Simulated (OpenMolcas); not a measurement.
**As II: effect of the active space**

| Quantity | Value |
| --- | --- |
| Program | OpenMolcas 26.06 |
| Method | CASSCF |
| Basis | ANO-RCC-MB |
| Scalar Hamiltonian | DKH2, point nucleus |
| Spin-orbit coupling | state interaction with AMFI integrals over the reference wave functions, term energies averaged over their components |

A. 2 electrons in 3 orbitals (4p); 2S+1 = 3 even, 3 roots; 2S+1 = 1 even, 6 roots; cost about 2.4 core-seconds
B. 4 electrons in 4 orbitals (4s 4p); 2S+1 = 3 even, 3 roots; 2S+1 = 1 even, 6 roots; 2S+1 = 5 odd, 1 root; 2S+1 = 3 odd, 9 roots; 2S+1 = 1 odd, 8 roots; cost about 13 core-seconds

Energies in cm⁻¹ above 4s² 4p² ³P₀, the measured ground level; measured values from NIST Handbook of Basic Atomic Spectroscopic Data.

```
      Level      A      B  Measured
4s² 4p² ³P₀    0.0    0.0       0.0
4s² 4p² ³P₁    719    736      1063
4s² 4p² ³P₂   1845   1841      2541
4s² 4p² ¹D₂  10998  10999     10096
4s² 4p² ¹S₀  25423  20164     22599
```

Deviations, from unrounded energies. A percentage is the sum of absolute deviations over the sum of measured energies, with the sign that they share, or ± where signs differ.

| Against measurement | Levels | A | B |
| --- | --- | --- | --- |
| mean absolute deviation (cm-1) | 4 | 1200 | 1100 |
| fine structure of the ground term (%) | 2 | -28.9 | -28.5 |
| other terms of the ground configuration (%) | 2 | +11.4 | ±10.2 |

B lies closest to measurement on these levels. The largest miss of B in the table is 4s² 4p² ¹S₀, by -2400 cm-1. The ranking rests on the paired levels alone, and a cruder setting can come out closer through cancelling errors.

Between A and B the level of the table that moves most is 4s² 4p² ¹S₀, by 5300 cm-1 (lowest in B, highest in A).

Without dynamic correlation excited terms often stand tens of per cent too high (terms of higher spin than the ground term too low), and those without a measured partner can miss by more than the paired ones. With the s shell closed, the reference lacks s² → p² mixing (holds for A). Computed and measured levels are paired by configuration, term and J; levels that our copy of the source lacks, or whose pairing is in doubt (as where it misses far off the trend of its configuration), stay unpaired and out of the deviations. Levels of configurations outside the active space are missing. The table leaves out levels that lie high or whose names do not pair safely across all columns.
